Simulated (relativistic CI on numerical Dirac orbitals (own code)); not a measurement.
**Hyperfine structure of Zr, mass number 91**

Calculated at this level of theory: Dirac-Coulomb-Breit CI, separate exchange-only KLI orbitals for each configuration, model QED (radiative potential, 1s self-energy scaled to tabulated hydrogen-like ionisation energies), valence Slater integrals scaled by 0.85, P86 correlation energy added to each configuration (own radial code, finite nucleus).

CI space (outside the closed core [Kr]): 4d2 5s2, 4d3 5s, 4d2 5s 5p, 4d3 5p, 4d4, 4d 5s2 5p, 4d2 5s 5d, 4d2 5s 5f, 4d2 5s 5g, 4d 5s2 6p, 4d3 5d, 4d 5s2 4f, 4d2 5s 6s, 4d2 5p2, 4d 5p3, 5s2 5p2, 5s 5p3, 5s 5p2 5d, 5s 5p2 5f, 5s 5p2 5g, 4d 5s 5p2, 4d 5p2 5d, 4d 5p2 5f, 4d 5p2 5g. Double excitations out of closed p, d and f shells are left out; levels of such configurations are missing from the list, as are those of other unlisted configurations, and high levels can miss mixing partners. These lack a partner that the ground configuration has and come out too high: 4d 5s2 6p, 4d 5s2 4f.

Nuclear spin I = 5/2, μ = -1.3022 μN, Q = -0.176 b (tables of Stone and Pyykkö). The electronic factors are computed for point nuclear moments, without core polarisation; leaving it out makes A of s and p electrons in near-neutral atoms 20 to 40 % too small, and it can dominate for d and f shells.

| Level | E (cm⁻¹) | A (MHz) | B (MHz) |
| --- | --- | --- | --- |
| 4d2 5s2 3F_2 | 0.0 | -137.5 | -17.4 |
| 4d2 5s2 3F_3 | 515.0 | -116.5 | -19 |
| 4d2 5s2 3F_4 | 1136.9 | -107.2 | -26.1 |
| 4d2 5s2 3P_1 | 4218.2 | -151.2 | -14.2 |
| 4d2 5s2 3P_2 | 4241.2 | -200.6 | 26.5 |
| 4d3 5s 5F_1 | 4330.7 | 372.5 | 5.68 |
| 4d3 5s 5F_2 | 4452.2 | -104.9 | 4.64 |
| 4d3 5s 5F_3 | 4632.6 | -222 | 8.48 |

Levels with J = 0, under 50 % of one LS term, or S terms without an open s electron are left out. Small factors come from cancelling terms and can be off by tens of per cent or more.

Correlation outside the listed configurations is missing or only estimated: errors of thousands of cm⁻¹ between configurations and terms are usual at this charge. Rates and lifetimes follow the computed energies and can be off by large factors. The fine structure of a lone outer electron comes out too small, for d and f at times inverted, and misplaced configurations move strength between like terms. 50 of the 62 excited levels that our extract of the measured tables holds in this range could be paired (the sources list more); they are missed by 1756 cm⁻¹ on average and 8414 at most, and levels without a partner can miss by more. Some levels of the ground configuration have no partner and can miss by 10 % or more.

Question: Give the hyperfine levels of 4d2 5s2 3F_2 relative to its centre of gravity.

Answer: With K = F(F + 1) − I(I + 1) − J(J + 1), E = AK/2 + B[¾K(K + 1) − I(I + 1)J(J + 1)]/[2I(2I − 1)J(2J − 1)]: F = 1/2: 950.6, F = 3/2: 752.1, F = 5/2: 417, F = 7/2: -61.36, F = 9/2: -692.1 MHz.

LS names give the leading component of a level, which can be under half, so a name can repeat, a term be missing and a line seem to break the LS rules.
